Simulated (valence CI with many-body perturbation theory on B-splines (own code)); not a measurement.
# Ru³⁹⁺: electric-dipole lines

Calculated by configuration interaction combined with many-body perturbation theory (CI+MBPT): three valence electrons over a frozen Dirac-Fock core [He], radial functions for each j: 11 s, 11 p, 9 d, 7 f, 5 g, 2 h, 1 i, with the one-electron correlation potential Σ1, the two-electron term Σ2, the three-electron term Σ3, Breit, model QED; selected CI, second order for the rest (own B-spline code, finite nucleus).

No measured spectrum was set against this ion. As an estimate, large intervals hold to a few tenths of a per cent, small ones and those within an open d or f shell to about a per cent.

Lines 151 to 200 of 273 in falling wavelength, among levels below 30615 × 10³ cm⁻¹, chosen from the strongest by gf and those to the six lowest levels. Wavelengths and rates use the calculated energies. Electric multipoles are in the length gauge, E1 and E2 with the static RPA response of the core. Weak lines are less certain than strong ones. Lines between different terms over intervals too small for the method are left out, as are lines whose strength nearly cancels. The highest levels of a list are the least certain.

Levels are named by their leading jj configuration (3d3/2^4 stands for four electrons in 3d with j = 3/2), which in mixed levels can hold well under half, so a name can repeat and another be missing. Letters in brackets count levels of one name in rising energy.

| λ vac (nm) | Upper | Lower | A (s⁻¹) | log gf | Branch % |
| --- | --- | --- | --- | --- | --- |
| 0.3794 | (2s 2p1/2 3d5/2) J=5/2 [b] | (2s 2p1/2 2p3/2) J=5/2 | 7.06e+12 | -1.04 | 4.9 |
| 0.3793 | (2s 2p1/2 3d5/2) J=5/2 [a] | (2s 2p1/2 2p3/2) J=3/2 [a] | 1.29e+14 | 0.22 | 77.9 |
| 0.3791 | (2s^2 3d5/2) J=5/2 | (2s^2 2p3/2) J=3/2 | 1.84e+14 | 0.38 | 100.0 |
| 0.3790 | (2s 2p3/2 3s) J=3/2 [a] | (2s 2p1/2 2p3/2) J=5/2 | 2.59e+12 | -1.65 | 8.1 |
| 0.3789 | (2s 2p1/2 3p1/2) J=3/2 | (2s^2 2p3/2) J=3/2 | 5.68e+12 | -1.31 | 45.9 |
| 0.3787 | (2s 2p3/2 3s) J=1/2 | (2s 2p1/2 2p3/2) J=3/2 [b] | 1.01e+13 | -1.36 | 24.8 |
| 0.3787 | (2s 2p1/2 3d3/2) J=1/2 | (2s 2p1/2 2p3/2) J=3/2 [a] | 6.04e+12 | -1.59 | 2.1 |
| 0.3787 | (2s 2p1/2 3d3/2) J=3/2 [b] | (2s 2p1/2 2p3/2) J=3/2 [a] | 2.94e+13 | -0.60 | 12.9 |
| 0.3785 | (2s 2p3/2 3s) J=3/2 [b] | (2s 2p1/2 2p3/2) J=3/2 [b] | 2.11e+12 | -1.74 | 11.3 |
| 0.3777 | (2s 2p3/2 3s) J=5/2 | (2s 2p1/2 2p3/2) J=3/2 [a] | 6.95e+11 | -2.05 | 2.5 |
| 0.3777 | (2s^2 3s) J=1/2 | (2s^2 2p1/2) J=1/2 | 7.94e+12 | -1.47 | 29.2 |
| 0.3768 | (2s 2p3/2 3d3/2) J=5/2 [b] | (2s 2p3/2^2) J=5/2 | 1.18e+13 | -0.82 | 5.4 |
| 0.3767 | (2s 2p1/2 3d5/2) J=3/2 | (2s 2p1/2 2p3/2) J=3/2 [a] | 1.57e+12 | -1.87 | 1.0 |
| 0.3766 | (2s 2p1/2 3p1/2) J=1/2 [b] | (2s^2 2p3/2) J=3/2 | 7.71e+11 | -2.48 | 3.2 |
| 0.3765 | (2s 2p1/2 3d5/2) J=5/2 [b] | (2s 2p1/2 2p3/2) J=3/2 [a] | 1.49e+13 | -0.72 | 10.3 |
| 0.3761 | (2s 2p3/2 3s) J=3/2 [a] | (2s 2p1/2 2p3/2) J=3/2 [a] | 1.22e+12 | -1.99 | 3.8 |
| 0.3758 | (2s 2p3/2 3d5/2) J=7/2 [b] | (2s 2p3/2^2) J=5/2 | 7.29e+13 | 0.09 | 94.0 |
| 0.3732 | (2s 2p1/2 3p3/2) J=5/2 | (2s^2 2p3/2) J=3/2 | 2.48e+12 | -1.51 | 89.3 |
| 0.3728 | (2s 2p1/2 3p3/2) J=3/2 [b] | (2s^2 2p3/2) J=3/2 | 5.19e+11 | -2.36 | 0.9 |
| 0.3720 | (2p1/2 2p3/2 3d3/2) J=3/2 [a] | (2p1/2^2 2p3/2) J=3/2 | 2.94e+13 | -0.61 | 60.1 |
| 0.3719 | (2p1/2 2p3/2 3d3/2) J=5/2 | (2p1/2^2 2p3/2) J=3/2 | 1.36e+13 | -0.77 | 73.4 |
| 0.3716 | (2s 2p3/2 3d3/2) J=5/2 [a] | (2s 2p1/2 2p3/2) J=3/2 [b] | 3.66e+11 | -2.34 | 0.2 |
| 0.3711 | (2s 2p3/2 3d3/2) J=1/2 [a] | (2s 2p1/2 2p3/2) J=3/2 [b] | 1.68e+12 | -2.16 | 0.9 |
| 0.3701 | (2p1/2 2p3/2 3d5/2) J=5/2 [a] | (2p1/2^2 2p3/2) J=3/2 | 1.08e+14 | 0.12 | 65.4 |
| 0.3698 | (2p1/2 2p3/2 3d5/2) J=3/2 | (2p1/2^2 2p3/2) J=3/2 | 2.62e+13 | -0.67 | 25.9 |
| 0.3697 | (2s 2p3/2 3d5/2) J=5/2 [a] | (2s 2p1/2 2p3/2) J=3/2 [b] | 1.02e+12 | -1.90 | 0.7 |
| 0.3697 | (2s 2p3/2 3d5/2) J=3/2 [a] | (2s 2p1/2 2p3/2) J=1/2 | 2.47e+13 | -0.69 | 18.8 |
| 0.3692 | (2s 2p3/2 3d5/2) J=3/2 [a] | (2s 2p1/2 2p3/2) J=3/2 [b] | 1.25e+13 | -0.99 | 9.5 |
| 0.3690 | (2p1/2 2p3/2 3d5/2) J=5/2 [b] | (2p1/2^2 2p3/2) J=3/2 | 7.49e+13 | -0.04 | 41.3 |
| 0.3690 | (2s 2p1/2 3d3/2) J=3/2 [a] | (2s 2p1/2^2) J=1/2 | 1.57e+13 | -0.89 | 39.3 |
| 0.3689 | (2p1/2 2p3/2 3d3/2) J=3/2 [b] | (2p1/2^2 2p3/2) J=3/2 | 1.57e+14 | 0.11 | 65.2 |
| 0.3686 | (2p1/2 2p3/2 3d3/2) J=1/2 [b] | (2p1/2^2 2p3/2) J=3/2 | 2.09e+14 | -0.07 | 90.4 |
| 0.3677 | (2s 2p3/2 3d5/2) J=1/2 | (2s 2p1/2 2p3/2) J=3/2 [b] | 9.25e+11 | -2.43 | 0.5 |
| 0.3671 | (2s 2p3/2 3d3/2) J=5/2 [a] | (2s 2p1/2 2p3/2) J=5/2 | 1.11e+14 | 0.13 | 55.7 |
| 0.3669 | (2s 2p3/2 3d3/2) J=7/2 | (2s 2p1/2 2p3/2) J=5/2 | 1.56e+14 | 0.40 | 92.2 |
| 0.3668 | (2s 2p3/2 3d3/2) J=3/2 [a] | (2s 2p1/2 2p3/2) J=5/2 | 5.09e+13 | -0.39 | 22.8 |
| 0.3662 | (2s 2p1/2 3d3/2) J=1/2 | (2s 2p1/2^2) J=1/2 | 2.73e+14 | 0.04 | 94.1 |
| 0.3662 | (2s 2p1/2 3d3/2) J=3/2 [b] | (2s 2p1/2^2) J=1/2 | 1.81e+14 | 0.16 | 79.4 |
| 0.3660 | (2p1/2 2p3/2 3p1/2) J=3/2 [a] | (2s 2p1/2 2p3/2) J=1/2 | 7.71e+13 | -0.21 | 48.2 |
| 0.3658 | (2p1/2 2p3/2 3p1/2) J=1/2 | (2s 2p1/2 2p3/2) J=3/2 [b] | 3.41e+12 | -1.86 | 7.8 |
| 0.3657 | (2s 2p3/2 3d3/2) J=5/2 [b] | (2s 2p1/2 2p3/2) J=3/2 [b] | 2.01e+14 | 0.38 | 91.5 |
| 0.3655 | (2p1/2 2p3/2 3p1/2) J=3/2 [a] | (2s 2p1/2 2p3/2) J=3/2 [b] | 2.43e+13 | -0.71 | 15.2 |
| 0.3654 | (2s 2p3/2 3d3/2) J=3/2 [b] | (2s 2p1/2 2p3/2) J=1/2 | 1.37e+13 | -0.96 | 13.0 |
| 0.3653 | (2s 2p3/2 3d5/2) J=5/2 [a] | (2s 2p1/2 2p3/2) J=5/2 | 3.12e+12 | -1.43 | 2.1 |
| 0.3651 | (2s 2p3/2 3d3/2) J=1/2 [b] | (2s 2p1/2 2p3/2) J=1/2 | 1.18e+14 | -0.32 | 70.4 |
| 0.3650 | (2s 2p3/2 3d3/2) J=3/2 [b] | (2s 2p1/2 2p3/2) J=3/2 [b] | 3.16e+13 | -0.60 | 30.1 |
| 0.3646 | (2s 2p3/2 3d3/2) J=1/2 [b] | (2s 2p1/2 2p3/2) J=3/2 [b] | 1.90e+13 | -1.12 | 11.3 |
| 0.3644 | (2s 2p3/2 3d3/2) J=5/2 [a] | (2s 2p1/2 2p3/2) J=3/2 [a] | 7.83e+13 | -0.03 | 39.3 |
| 0.3643 | (2s 2p1/2 3d5/2) J=3/2 | (2s 2p1/2^2) J=1/2 | 5.49e+12 | -1.36 | 3.5 |
| 0.3643 | (2s^2 3d3/2) J=3/2 | (2s^2 2p1/2) J=1/2 | 1.90e+14 | 0.18 | 87.3 |

(1) How does gf follow from A for the line at 0.3732 nm?

Answers

(1) gf = 1.4992 × (2J+1)_upper × A / σ², with σ = 26796466 cm⁻¹ and 2J+1 = 6: gf = 0.0311.
